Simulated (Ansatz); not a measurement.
Species: N2, charge 0, multiplicity 5. The spin state was set by rule; other spins were not relaxed. 
Structure (B3LYP-D3(BJ)/def2-TZVP (Ansatz, an electronic-structure program) minimum search):
```
N
N 1 1.5960
```
Charge 0, spin multiplicity 5.

Total electronic energies in hartree. Correlated levels leave the core frozen unless marked. Open shells are spin-unrestricted. Spin-orbit coupling is left out. Non-relativistic. CBS marks a two-point X^-3 extrapolation of the correlation energy; Hartree-Fock from the larger set (for Q and 5 zeta extrapolated as (X+1)exp(-9√X)).

| level | program | energy (Eh) |
|---|---|---|
| HF/CBS(cc-pVQZ,cc-pV5Z) | Ansatz | -108.7570 |
| BHLYP-D3(BJ)/def2-TZVPD | Ansatz + dftd3 | -109.19711 |
| LC-wPBE-D4/def2-TZVPD | Ansatz + dftd4 | -109.16276 |
| MP2/cc-pVDZ | Ansatz | -108.91142 |
| MP2/def2-TZVPPD | Ansatz | -108.99639 |
| MP2/cc-pVQZ | Ansatz | -109.01871 |
| SCS-MP2/cc-pVTZ | Ansatz | -108.98660 |
| CCSD/CBS(cc-pVQZ,cc-pV5Z) | Ansatz | -109.0647 |
| CCSD(T)/CBS(cc-pVQZ,cc-pV5Z) | Ansatz | -109.0773 |

Totals of different functionals don't rank their quality; only differences between species are comparable.
